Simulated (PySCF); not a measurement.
**Computed spin Hamiltonian**

CH7O2Si3 (doublet state).
SMILES with atom numbers: `[O:1]=[CH:2][Si:3]([SiH3:4])[O:5][SiH3:6]` (hydrogens: H7 on C2; H8, H9, H10 on Si4; H11, H12, H13 on Si6)

Geometry (GFN2-xTB, Å), atoms numbered from 1 in this order:
```xyz
13
CH7O2Si3 angstrom
O      0.0556    3.4740    0.3897
C     -0.5408    2.3996    0.3093
Si     0.2866    0.7481    0.1222
Si     2.3970   -0.1232    0.0072
O     -0.8395   -0.4230    0.0724
Si    -1.9063   -1.6423   -0.0028
H     -1.6500    2.3794    0.3385
H      2.5793   -0.9987   -1.1637
H      3.3634    0.9723   -0.0856
H      2.7496   -0.9354    1.1847
H     -1.1372   -2.8590    0.2517
H     -2.8998   -1.3789    1.0329
H     -2.4622   -1.6124   -1.3529
```

The hyperfine couplings belong to this conformer and change with its torsions.

Theory: UKS B3LYP, pcH-1 on C H O Si, non-relativistic, mean-field spin-orbit, GIAO (PySCF). Isolated species at its GFN2-xTB geometry (one conformer only). A GFN2-xTB geometry isn't a minimum of the functional, and hyperfine couplings can be far from their values at a DFT geometry, by a factor of two or more for some ions and for spin on atoms past the first row. The SCF solution wasn't tested for stability.

```json
{
  "g1, g2, g3": "2.00199, 2.00256, 2.00622",
  "g_iso": "2.00359",
  "Form of g": "close to axial: the two nearest values differ by 13 % of g3 − g1",
  "⟨S²⟩": "0.7584 (exact 0.7500)",
  "α and β electrons": "36, 35",
  "HOMO–LUMO gap, α and β orbitals": "4.03, 3.64 eV",
  "Basis functions": "250"
}
```

Hyperfine couplings atom by atom, in 10⁻⁴ cm⁻¹; T1 to T3 are the principal values of the dipolar part; ρ(0) is the spin density at the nucleus (1 × 10⁻⁴ cm⁻¹ = 2.998 MHz):

```tsv
atom	isotope	a_iso	of which spin–orbit	T1	T2	T3	Mulliken spin population	ρ(0) (bohr⁻³)
O1	17O	-5.6	0.0	-25.1	12.0	13.0	0.22	0.0275
C2	13C	-8.2	0.0	-1.0	-0.1	1.1	-0.02	-0.0218
Si3	29Si	-39.6	0.4	-47.9	23.6	24.2	0.74	0.1348
Si4	29Si	7.8	0.0	-0.8	-0.5	1.3	-0.02	-0.0262
O5	17O	-3.9	0.0	-8.8	4.3	4.5	0.05	0.0193
Si6	29Si	0.8	0.0	-0.1	-0.1	0.1	-0.01	-0.0028
H7	1H	-3.8	0.0	-0.7	-0.6	1.4	-0.01	-0.0026
H8	1H	9.7	0.0	-0.6	-0.3	0.9	0.01	0.0065
H9	1H	-0.5	0.0	-0.6	-0.4	1.0	0.00	-0.0004
H10	1H	14.1	0.0	-0.6	-0.3	0.9	0.02	0.0095
H11	1H	0.0	0.0	-0.4	-0.3	0.7	0.00	0.0000
H12	1H	1.1	0.0	-0.4	-0.3	0.7	0.00	0.0007
H13	1H	2.3	0.0	-0.4	-0.3	0.7	0.01	0.0015
```

Largest spin populations (Mulliken): Si3 (+0.74) and O1 (+0.22). The angles at Si3 add up to 360.0°, so it is planar.

Axes: g2 points within 10° of the Si3–Si4 bond and g3 points within 15° of the O1–C2 bond.

Under fast tumbling the dipolar parts average out, and these isotropic splittings remain: 3 × 1H (H8/H9/H10, I = 1/2, 4 lines) with 0.83 mT, 1 × 1H (H7, I = 1/2, 2 lines) with 0.41 mT and 3 × 1H (H11/H12/H13, I = 1/2, 4 lines) with 0.12 mT.

Means are taken over nuclei equivalent by connectivity, which assumes that they swap fast. The three 1H nuclei of mean +23.3 MHz run from -1.6 to 42.4 MHz in the frozen geometry. The three 1H nuclei of mean +3.3 MHz run from -0.1 to 6.9 MHz in the frozen geometry.

The 29Si coupling of Si3 (-118.7 MHz) shows only in satellite lines or after enrichment, since that isotope makes up about 4.7 % of natural silicon.

The 13C coupling of C2 (-24.5 MHz) shows only in satellite lines or after enrichment, since that isotope makes up about 1.07 % of natural carbon.

β density exceeds α density at some nuclei, such as Si4 (-0.0262), C2 (-0.0218) and Si6 (-0.0028), spin density in bohr⁻³. In a single determinant that takes different orbitals for the two spins, that is spin polarisation.

On an Arm Neoverse V2 with one thread, no GPU, shared host, this took 70 s (grids of density and orbitals included) and 0.92 GiB of memory at its peak.
